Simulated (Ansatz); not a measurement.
CH6Ge (SMILES [CH3][GeH3]) moved off its minimum; all values from Ansatz (a first-principles code), cores frozen in correlated methods.
(charge 0, multiplicity 1)
```xyz
8

Ge    -0.3518     0.1236     0.0146
C      1.6056    -0.1528    -0.0161
H     -1.0324    -0.8575    -1.0966
H     -0.6853     1.4730    -0.3965
H     -1.0315    -0.3775     1.3702
H      1.7302    -1.2245     0.1702
H      2.0957     0.4237     0.7905
H      1.9600     0.0425    -0.9986
```

Problem. Give the forces (eV/Å), the total energy and the dipole at CCSD(T)/cc-pVTZ.

Solution. 
```
atom      Fx      Fy      Fz
----  ------  ------  ------
Ge1   -0.371  -2.888  -0.005
C2    -0.794  -0.539   1.385
H3     0.540   0.645   0.677
H4    -0.560   1.893  -0.269
H5     0.434   0.516  -0.533
H6     0.245   0.123   0.104
H7    -0.043  -0.227  -0.644
H8     0.550   0.477  -0.715
```
Energy -2117.1290 hartree, dipole 0.84 D.
